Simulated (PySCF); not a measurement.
Ranking problems on computed properties.

Each SMILES stands for a single optimised conformer of the isolated species, non-relativistic unless stated. Electronic properties by PySCF.

The conformers computed, where there is a choice (atom-mapped SMILES and torsion angles):
- `[CH3:1][CH2:2][Si@@H:3]([Cl:4])[S:5][CH2:6][S:7][CH3:8]`: C1–C2–Si3–Cl4 -172°, C2–Si3–S5–C6 -166°, Si3–S5–C6–S7 -65°, S5–C6–S7–C8 -66°
- `[CH3:1][C@@H:2]([SiH3:3])[C@:4]([CH3:5])([CH:6]=[O:7])[CH2:8][SiH3:9]`: C1–C2–C4–C5 -54°, C2–C4–C6–O7 21°, C2–C4–C8–Si9 56°
- `[CH3:1][CH2:2][C@H:3]([C:4]#[O+:5])[C:6]([CH3:7])=[S:8]`: C1–C2–C3–C4 -166°, C2–C3–C6–C7 -151°
- `[CH3:1][SiH2:2][C@H:3]([F:4])[C:5]#[C:6][SiH2:7][PH2:8]`: C1–Si2–C3–F4 175°, H–P8–Si7–C6 -167°, H–P8–Si7–C6 -74°
- `[CH3:1][CH2:2][Si@@H:3]([CH3:4])[S:5][C:6]1([CH3:7])[CH2:8][CH2:9]1`: C1–C2–Si3–C4 59°, C2–Si3–S5–C6 -167°, Si3–S5–C6–C7 -67°
- `[F:1][CH2:2][CH2:3][SiH2:4][C@@H:5]([F:6])[Cl:7]`: F1–C2–C3–Si4 -51°, C2–C3–Si4–C5 -177°, C3–Si4–C5–F6 180°
- `[CH3:1][CH2:2][Si@@H:3]1[CH2:4][C@@H:5]1[S:6][CH:7]([CH3:8])[CH3:9]`: C1–C2–Si3–C4 154°, C4–C5–S6–C7 85°, C5–S6–C7–C8 -62°
- `[CH2:1]=[CH:2][c:3]1[n:4][cH:5][n:6][n:7]1[CH:8]=[O:9]`: C1–C2–C3–N4 0°, N6–N7–C8–O9 180°

The conformers of `CC[C@@]1([SiH3])CCCSC1`, `O=CN[Si](O)(O)OC=O` and `[H]/N=C1\CC[C@@H](OC)C1` aren't listed.

Task: Rank by smallest rotational constant, highest first (GFN2-xTB).
A. `C[C@@H]([SiH3])[C@](C)(C=O)C[SiH3]`
B. `C(C(C#C)=C=CC)#C`
C. `C([C@@H](F)[SiH2]C)#C[SiH2]P`
D. `FCC[SiH2][C@@H](F)Cl`
E. `CC[C@H](C#[O+])C(C)=S`
F. `CC[Si@@H](C)SC1(C)CC1`
G. `Cl[Si@@H](SCSC)CC`

Result: E (1.077 GHz), B (0.957 GHz), A (0.774 GHz), D (0.702 GHz), F (0.577 GHz), G (0.503 GHz), C (0.401 GHz).

Task: Rank by HOMO energy, highest first (PBE0/pcSseg-1 at GFN2-xTB geometries).
A. `CC[Si@@H](C)SC1(C)CC1`
B. `CC[C@@]1([SiH3])CCCSC1`
C. `C[C@@H]([SiH3])[C@](C)(C=O)C[SiH3]`
D. `CC[Si@@H]1C[C@@H]1SC(C)C`

Result: D (-6.05 eV), B (-6.24 eV), A (-6.55 eV), C (-7.61 eV).

Task: Rank by lowest singlet excitation, lowest first (TDDFT PBE0/def2-SVPD at GFN2-xTB geometries).
A. `O=CN[Si](O)(O)OC=O`
B. `C#CC(=C=CC)C#C`
C. `N(/[H])=C1\C[C@H](OC)CC1`
D. `C=Cc1ncnn1C=O`

Result: D (4.45 eV), B (4.89 eV), C (5.10 eV), A (5.71 eV).

Task: Give the two extremes of that set as wavelengths.

Result: `C=Cc1ncnn1C=O`: 279 nm; `O=CN[Si](O)(O)OC=O`: 217 nm.

Task: Rank by HOMO–LUMO gap, lowest first (PBE0/pcSseg-1 at GFN2-xTB geometries).
A. `CC[Si@@H]1C[C@@H]1SC(C)C`
B. `C[C@@H]([SiH3])[C@](C)(C=O)C[SiH3]`
C. `CC[Si@@H](C)SC1(C)CC1`
D. `CC[C@@]1(CSCCC1)[SiH3]`

Result: B (6.49 eV), A (6.61 eV), D (6.96 eV), C (7.23 eV).

Task: By how much do the two ends of that ranking differ?

Result: By 0.74 eV, between `CC[Si@@H](C)SC1(C)CC1` and `C[C@@H]([SiH3])[C@](C)(C=O)C[SiH3]`.

Task: Rank by static isotropic polarisability, lowest first (PBE0/def2-SVPD at GFN2-xTB geometries).
A. `O=CN[Si](O)(O)OC=O`
B. `C#CC(=C=CC)C#C`
C. `C=Cc1ncnn1C=O`
D. `[H]/N=C1\CC[C@@H](OC)C1`

Result: A (69.2 au), D (81.4 au), C (84.1 au), B (101.0 au).

Task: Rank by lowest triplet excitation (Tamm–Dancoff), highest first (TDA PBE0/def2-SVPD at GFN2-xTB geometries).
A. `C=Cc1ncnn1C=O`
B. `O=CN[Si](O)(O)OC=O`
C. `C#CC(=C=CC)C#C`
D. `[H]/N=C1\CC[C@@H](OC)C1`

Result: B (5.19 eV), D (4.37 eV), C (3.17 eV), A (2.97 eV).

Task: By how much do the two ends of that ranking differ?

Result: By 2.22 eV, between `O=CN[Si](O)(O)OC=O` and `C=Cc1ncnn1C=O`.
